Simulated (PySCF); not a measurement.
Compound: C4H9F2Si (doublet state).
Geometry (GFN2-xTB, Å), atoms numbered from 1 in this order:
```xyz
16
C4H9F2Si angstrom
C     -0.6672   -1.6680    0.1210
C     -0.4437   -0.2105    0.2715
Si    -1.7814    1.0446   -0.0062
C      0.9402    0.2101    0.6368
C      1.7763    0.5016   -0.6117
F      2.9891    1.0070   -0.2722
F      2.0299   -0.6338   -1.3065
H      0.0548   -2.0996   -0.5777
H     -1.6719   -1.8823   -0.2326
H     -0.5184   -2.1844    1.0746
H     -1.1652    2.3077   -0.4276
H     -2.6973    0.5460   -1.0333
H     -2.5423    1.2955    1.2270
H      0.9361    1.1321    1.2219
H      1.4626   -0.5691    1.2001
H      1.2910    1.2121   -1.2966
```

The hyperfine couplings belong to this conformer and change with its torsions.

Identity: `C[C]([SiH3])CC(F)F` [radical].

The calculation used PySCF 2.14.0, UKS B3LYP, pcH-1 on C F H Si, non-relativistic, mean-field spin-orbit, GIAO. Isolated species at its GFN2-xTB geometry (one conformer only). GFN2-xTB frequencies show an imaginary mode (43i cm⁻¹), so this geometry is no minimum at that level. A GFN2-xTB geometry isn't a minimum of the functional, and hyperfine couplings can be far from their values at a DFT geometry. The SCF solution wasn't tested for stability.

Largest spin populations (Mulliken): C2 (+0.97), C1 (-0.08) and C4 (-0.08). C2 is the only atom above +0.15. The angles at C2 add up to 360.0°, so it is planar.

Question: List the C–H protons on four-coordinate carbons next to a three-coordinate spin centre, with their couplings and θ (C–H bond against the normal to the plane of the centre's neighbours, projected along the bond that joins the two).

Answer: 
```tsv
β H	on	centre	θ (°)	cos²θ	a (G)
H8	C1	C2	36	0.65	+38.30
H9	C1	C2	85	0.01	+0.83
H10	C1	C2	26	0.80	+41.37
H14	C4	C2	59	0.26	+14.51
H15	C4	C2	63	0.21	+9.13
```

Fitting the Heller–McConnell form a = ρ(B0 + B2 cos²θ), with Mulliken ρ = 0.97, gives B0 = -0.1 G and B2 = 56.0 G, with a largest miss of 3.0 G. By this fit the coupling would be 54.1 G at θ = 0° and -0.1 G at 90°.

Question: What would the freely rotating methyl group on C1 show?

Answer: Three equal couplings, a 1:3:3:1 quartet. The mean of the three values of this geometry estimates the splitting: 26.8 G, or 75.2 MHz (three bonds 120° apart have a mean cos²θ of 1/2 at any torsion).

Couplings in gauss use g_iso = 2.0027.
